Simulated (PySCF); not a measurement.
hydronium (H3O), SMILES [OH3+], charge +1.

Geometry: PBE0-D3(BJ)/def2-TZVPD.

These are PBE0-D3(BJ)/def2-TZVPD run with PySCF values and carry that method's errors.

Harmonic, unscaled wavenumbers; measured fundamentals usually lie a few per cent lower.

Modes within 1.5 cm⁻¹ of each other (mostly degenerate sets) share a row, with their intensities summed.

```json
[
 {"mode": "1", "ν (cm⁻¹)": "841", "IR (km/mol)": "442.8", "Raman (Å⁴/amu)": "0.2", "depolarisation": "0.16", "moving atoms (share of kinetic energy)": "H 85 %, O 15 %"},
 {"mode": "2–3", "ν (cm⁻¹)": "1675", "IR (km/mol)": "208.9", "Raman (Å⁴/amu)": "2.7", "depolarisation": "0.75", "moving atoms (share of kinetic energy)": "H 94 %"},
 {"mode": "4", "ν (cm⁻¹)": "3602", "IR (km/mol)": "30.6", "Raman (Å⁴/amu)": "60.9", "depolarisation": "0.03", "moving atoms (share of kinetic energy)": "H 99 %"},
 {"mode": "5–6", "ν (cm⁻¹)": "3691", "IR (km/mol)": "946.9", "Raman (Å⁴/amu)": "18.9", "depolarisation": "0.75", "moving atoms (share of kinetic energy)": "H 92 %"}
]
```
